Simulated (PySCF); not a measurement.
PySCF job for 4-fluoro-2,3-dihydrofuran (C4H5FO), SMILES FC1=COCC1, PBE/pcSseg-1. Geometry: PBE-D3(BJ)/def2-SVP. A frequency run showed that this geometry is not a minimum. Other conformers were not sampled.

```python
import numpy as np
from pyscf import gto, scf, dft
from pyscf.prop.nmr import rks as nmr

mol = gto.M(
    atom='''
    F     0.01259751   -2.11567332   -0.00000000
    C    -0.03693081   -0.77481020    0.00000000
    C    -1.14031693   -0.00064923    0.00000000
    O    -0.87040403    1.34096494   -0.00000000
    C     0.57851208    1.48756590    0.00000000
    C     1.20733045    0.06961175   -0.00000000
    H    -2.19983196   -0.28416919    0.00000001
    H     0.85749484    2.07658523    0.89781162
    H     0.85749483    2.07658523   -0.89781163
    H     1.84156413   -0.12298511    0.89311126
    H     1.84156412   -0.12298511   -0.89311125
    ''',
    basis='pcSseg-1',
    charge=0,
    spin=0,
    max_memory=1600,
    verbose=3,
)
mf = dft.RKS(mol, xc='pbe')
mf.grids.level = 3
mf.conv_tol = 1e-10
mf.max_cycle = 100
mf.kernel()
n = nmr.NMR(mf)
n.verbose = 2
n.max_cycle_cphf = 60
sigma = n.kernel()
print('atom   isotropic/ppm   span/ppm')
for i, s in enumerate(sigma):
    w = np.linalg.eigvalsh((s + s.T) / 2)
    print(f'{mol.atom_symbol(i):2s}{i + 1:3d} {w.mean():14.3f} {w[2] - w[0]:11.3f}')
```

It prints:

```
converged SCF energy = -330.050430875101
atom   isotropic/ppm   span/ppm
F   1        339.570     168.476
C   2         24.533     136.292
C   3         46.075     120.339
O   4        240.360      87.588
C   5        104.830      96.109
C   6        145.411      36.119
H   7         24.869       2.570
H   8         26.536       8.311
H   9         26.536       8.311
H  10         27.978       8.073
H  11         27.978       8.073
```

The run converged.

Cost: roughly 24 core-seconds.
